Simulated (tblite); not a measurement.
Species: C₅H₁₁OPS.
Cartesian coordinates in Å at the GFN2-xTB level; atoms count from 1:
```xyz
19
C5H11OPS angstrom
C     -3.164    0.252    0.205
S     -1.977   -1.069    0.559
C     -0.838   -0.857   -0.847
P      0.229    0.602   -0.493
O     -0.458    1.895   -0.587
C      1.884    0.329   -1.285
C      2.377   -0.351    0.008
C      1.276    0.158    0.962
H     -3.695    0.018   -0.714
H     -2.636    1.196    0.121
H     -3.856    0.278    1.040
H     -1.414   -0.709   -1.761
H     -0.248   -1.768   -0.913
H      1.959   -0.262   -2.195
H      2.361    1.296   -1.450
H      3.386   -0.066    0.302
H      2.339   -1.435   -0.082
H      1.569    1.067    1.488
H      0.896   -0.564    1.681
```

Computed values, GFN2-xTB/tblite, gas phase, harmonic and unscaled. Against measured fundamentals such values can be off by several per cent, at times by over 20. One conformer, not necessarily the lowest.

Harmonic wavenumbers (cm⁻¹): 35.6, 90.5, 106.9, 133.8, 157.2, 191.5, 214.9, 266.7, 313.5, 349.3, 514.1, 641.9, 693.6, 701.4, 730.8, 739.3, 747.1, 780.5, 833.4, 908.7, 945.8, 955.2, 968.9, 990.0, 1025.0, 1041.8, 1123.8, 1128.4, 1163.2, 1183.8, 1204.0, 1270.1, 1279.1, 1318.3, 1370.1, 1426.2, 1431.6, 1440.2, 1444.7, 1487.9, 2959.6, 2981.6, 2984.0, 2999.4, 3007.5, 3009.7, 3010.3, 3014.3, 3021.1, 3054.7, 3064.8.

A = 2715, B = 972.0, C = 854.3 MHz; mass 150.027 u (most abundant isotopes); point group C1, symmetry number 1.

**Question.** What is the zero-point energy?

**Answer.** ½Σν̃ = 33228 cm⁻¹ = 397.49 kJ/mol.

**Question.** What is S at 400 K and 1 bar for an ideal gas of classical rigid rotors and harmonic oscillators?

**Answer.** Translation 177.46, rotation 126.45, vibration 170.55: S = 474.5 J/(mol K).

**Question.** And Cp and H(400 K) − H(0)?

**Answer.** Cp = 204.95 J/(mol K), of which vibrations give 171.69 (their classical limit is 51 R = 424.0); H(400 K) − H(0) = 48.25 kJ/mol without the zero-point energy, 34.95 from vibrations.

**Question.** How do the functions run with temperature in this model?

**Answer.** 
```json
{"T (K)": "50", "S (J/(mol K))": "249.0", "Cp (J/(mol K))": "56.4", "H − H(0) (kJ/mol)": "2.12", "G − H(0) (kJ/mol)": "-10.33", "ln q(vib)": "0.61"}
{"T (K)": "100", "S (J/(mol K))": "296.6", "Cp (J/(mol K))": "82.3", "H − H(0) (kJ/mol)": "5.63", "G − H(0) (kJ/mol)": "-24.03", "ln q(vib)": "1.89"}
{"T (K)": "298.15", "S (J/(mol K))": "420.7", "Cp (J/(mol K))": "161.9", "H − H(0) (kJ/mol)": "29.53", "G − H(0) (kJ/mol)": "-95.91", "ln q(vib)": "7.32"}
{"T (K)": "373.15", "S (J/(mol K))": "460.6", "Cp (J/(mol K))": "194.2", "H − H(0) (kJ/mol)": "42.89", "G − H(0) (kJ/mol)": "-128.97", "ln q(vib)": "9.30"}
{"T (K)": "500", "S (J/(mol K))": "524.2", "Cp (J/(mol K))": "240.6", "H − H(0) (kJ/mol)": "70.59", "G − H(0) (kJ/mol)": "-191.48", "ln q(vib)": "12.62"}
{"T (K)": "750", "S (J/(mol K))": "634.7", "Cp (J/(mol K))": "303.6", "H − H(0) (kJ/mol)": "139.26", "G − H(0) (kJ/mol)": "-336.74", "ln q(vib)": "18.93"}
{"T (K)": "1000", "S (J/(mol K))": "728.0", "Cp (J/(mol K))": "344.5", "H − H(0) (kJ/mol)": "220.60", "G − H(0) (kJ/mol)": "-507.38", "ln q(vib)": "24.81"}
```

q(vib) and H(0) count from the zero-point level.

**Question.** Blend soft modes into free rotors: weight 1/[1 + (100 cm⁻¹/ν̃)⁴] for the oscillator and the rest for a rotor with moment μB/(μ + B), μ = h/(8π²ν), B = 10⁻⁴⁴ kg m². What vibrational entropy results?

**Answer.** 157.84 J/(mol K) in place of 170.55, which changes −T·S at 400 K by +5.08 kJ/mol.

**Question.** Which modes carry the vibrational entropy at 400 K?

**Answer.** 35.6 cm⁻¹: 25.41; 90.5 cm⁻¹: 17.68; 106.9 cm⁻¹: 16.31; 133.8 cm⁻¹: 14.47; 157.2 cm⁻¹: 13.16; 191.5 cm⁻¹: 11.58 J/(mol K); the other 45 give 71.93 together.

**Question.** What must be added to the electronic energy to get the Gibbs energy at 400 K and 1 bar?

**Answer.** ZPE + [H(400 K) − H(0)] − T·S = 397.49 + 48.25 − 189.78 = 255.96 kJ/mol.

Hindered rotation and anharmonicity are outside this model. Other conformers, if any are populated, would add a mixing term that is left out. The structure is chiral; the term R ln 2 for an equal mix with its mirror image is left out.
